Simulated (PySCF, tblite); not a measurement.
Compound: C6H12ClFO.
Z-matrix (Å and degrees, GFN2-xTB geometry), rows numbered from 1:
```
C 
O   1  1.4040
C   2  1.4125  1  114.86
C   3  1.5305  2  113.23  1    70.29
C   3  1.5332  2  107.16  1  -166.44
Cl  5  1.7843  3  109.54  2   -65.79
C   5  1.5251  3  112.38  2    55.18
C   7  1.5213  5  111.90  3   169.97
F   8  1.3766  7  109.86  5   -68.72
H   1  1.0973  2  111.07  3    52.41
H   1  1.0947  2  112.18  3   -69.80
H   1  1.0883  2  106.14  3   171.27
H   3  1.1066  2  109.17  1   -50.89
H   4  1.0869  3  109.82  2    51.19
H   4  1.0868  3  110.69  2   -69.17
H   4  1.0866  3  109.74  2   171.03
H   5  1.0930  3  109.34  2   178.04
H   7  1.0924  5  108.65  3    50.06
H   7  1.0898  5  109.33  3   -68.31
H   8  1.0940  7  111.37  5   173.48
H   8  1.0938  7  111.73  5    49.63
```

Method: PBE0/pcSseg-1 in PySCF (dipole) on a GFN2-xTB geometry, gas phase.

Take the most abundant isotopes and a rigid rotor. The values belong to one conformer with, in the numbering `[CH3:1][O:2][C@@H:3]([CH3:4])[C@@H:5]([Cl:6])[CH2:7][CH2:8][F:9]`, C1–O2–C3–C4 70°, O2–C3–C5–Cl6 -66°, C3–C5–C7–C8 170°, C5–C7–C8–F9 -69°.

Question: Give the principal moments of inertia and the rotational constants in MHz.

Answer: Ia = 261.31, Ib = 647.67, Ic = 737.27 u·Å²; 505379 MHz·u·Å²/I gives A = 1934, B = 780.3, C = 685.5 MHz.

Question: Classify the top.

Answer: An asymmetric top. Ray's parameter κ = (2B − A − C)/(A − C) = -0.848; −1 is the prolate and +1 the oblate limit.

Question: What does the inertial defect say?

Answer: Not planar: Δ = Ic − Ia − Ib = -171.71 u·Å². For a rigid frame Δ = −2 Σ m c², so Σ m c² = 85.85 u·Å² lies off the ab plane: 19.24 from hydrogen and 66.62 from heavier atoms. The atom farthest from that plane is 2.31 Å away.

Question: Predict some low-J microwave lines.

Answer: The dipole components are |μa| = 1.87 D, |μb| = 1.91 D, |μc| = 0.35 D. The squared components, which scale the intensities, stand as 0.96 : 1.00 : 0.03 (a : b : c). Some lines, for components of 0.1 D or more:

| type | branch | J(Ka,Kc) | MHz | lower level (cm⁻¹) |
| --- | --- | --- | --- | --- |
| c | Q | 2(1,2) ← 2(0,2) | 1064 | 0.146 |
| c | Q | 1(1,1) ← 1(0,1) | 1154 | 0.049 |
| b | Q | 1(1,0) ← 1(0,1) | 1249 | 0.049 |
| b | Q | 2(1,1) ← 2(0,2) | 1349 | 0.146 |
| a | R | 1(0,1) ← 0(0,0) | 1466 | 0.000 |
| b | R | 2(0,2) ← 1(1,1) | 1772 | 0.087 |
| b | R | 1(1,1) ← 0(0,0) | 2619 | 0.000 |
| c | R | 1(1,0) ← 0(0,0) | 2714 | 0.000 |
| a | R | 2(1,2) ← 1(1,1) | 2837 | 0.087 |
| a | R | 2(0,2) ← 1(0,1) | 2926 | 0.049 |
| a | R | 2(1,1) ← 1(1,0) | 3026 | 0.091 |
| c | Q | 2(2,1) ← 2(1,1) | 3461 | 0.191 |
| b | Q | 2(2,0) ← 2(1,1) | 3467 | 0.191 |
| b | Q | 2(2,1) ← 2(1,2) | 3746 | 0.182 |
| b | R | 2(1,2) ← 1(0,1) | 3990 | 0.049 |
| c | R | 2(1,1) ← 1(0,1) | 4275 | 0.049 |
| b | R | 2(2,1) ← 1(1,0) | 6488 | 0.091 |
| c | R | 2(2,0) ← 1(1,0) | 6493 | 0.091 |
| c | R | 2(2,1) ← 1(1,1) | 6582 | 0.087 |
| b | R | 2(2,0) ← 1(1,1) | 6588 | 0.087 |

Question: Estimate the classical rotational partition function at 25 K, 298.15 K and 500 K.

Answer: Point group C1, symmetry number σ = 1; q = (√π/σ)·√((kT/h)³/(ABC)), k/h = 20836.6 MHz/K: 20700 at 25 K, 853000 at 298.15 K, 1850000 at 500 K.

Its GFN2-xTB frequencies are all real (lowest 46 cm⁻¹). These are rigid-rotor constants of the computed structure; measured ground-state constants (B0) also hold zero-point vibration. A rigid rotor knows nothing of internal rotation, which can split or shift real lines. Quadrupole hyperfine structure (35Cl) is left out.

The run took 1.7 min (grids of density and orbitals included) on one thread, Arm Neoverse N1 (aarch64), no GPU, shared host with 64 logical CPUs at a one-minute load of 64, and the process peaked at 1.0 GiB of memory. This is the PBE0/pcSseg-1 job that gave the dipole, with the shieldings it also computed.
